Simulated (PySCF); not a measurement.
# From a computed spectrum to the compound

A species of 8 atoms with charge 0 has these harmonic modes (PBE0, small Gaussian bases with core potentials, PySCF 2.14.0):

| cm⁻¹ | km/mol | symmetry |
| --- | --- | --- |
| 70 | 6.0 | e |
| 70 | 6.0 | e |
| 71 | 28.6 | a1 |
| 76 | 4.2 | e |
| 76 | 4.2 | e |
| 133 | 0.0 | a2 |
| 321 | 3.4 | a1 |
| 339 | 2.7 | a1 |
| 340 | 70.9 | e |
| 340 | 70.9 | e |
| 574 | 50.0 | e |
| 574 | 50.0 | e |
| 1229 | 175.1 | a1 |
| 1624 | 27.7 | e |
| 1624 | 27.7 | e |
| 3484 | 40.3 | a1 |
| 3604 | 59.4 | e |
| 3604 | 59.4 | e |

(1) Which species is it, and in which structure?

Answers

(1) LuCl3(NH3) (singlet in the valence; each metal's 4f electrons, 14 of them, lie in its core potential, out of spins and levels):
```xyz
8

Lu    0.0298   -0.0298    0.0298
Cl    1.1652    1.8044    1.1652
Cl   -1.8044   -1.1652    1.1652
Cl    1.1652   -1.1652   -1.8044
N    -1.3466    1.3466   -1.3466
H    -1.9558    1.9558   -0.7954
H    -0.7954    1.9558   -1.9558
H    -1.9558    0.7954   -1.9558
```
Ideal gas at 298.15 K and 1 bar: S = 418.9 J/(mol K), Cp = 119.6 J/(mol K), H − H(0 K) = 27.0 kJ/mol (rigid rotor, harmonic modes, spin degeneracy alone, that of the 4f electrons in the core included). An lcecp potential fixes the number of 4f electrons, so in runs with it no electron can move into or out of that shell.
 Other answers can fit too; this one was computed.
